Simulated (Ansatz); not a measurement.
Ansatz (a quantum-chemistry and plane-wave program) input:

Ansatz 0.2 input:
```yaml
crystal:
  periodic: [false, false, false]
  atoms:
    - {symbol: Al, position_ang: [0.22858410, -0.04769248, -0.56294904]}
    - {symbol: O, position_ang: [-0.34900556, 1.43646969, -0.70593164]}
    - {symbol: Cl, position_ang: [0.11684478, -1.34765986, 1.27572291]}
basis:
  gaussian:
    orbitals: def2-TZVP
hamiltonian:
  xc: b3lyp
  dispersion: d3bj
total_charge: -1
magnetization: {spin_polarized: true, initial_magnetization: 1}
relax: {f_tol: 0.002, max_steps: 150}
```

Task: Predict the final energy.

Result: -778.06015 Eh (B3LYP-D3(BJ)/def2-TZVP). The basis has 105 functions.
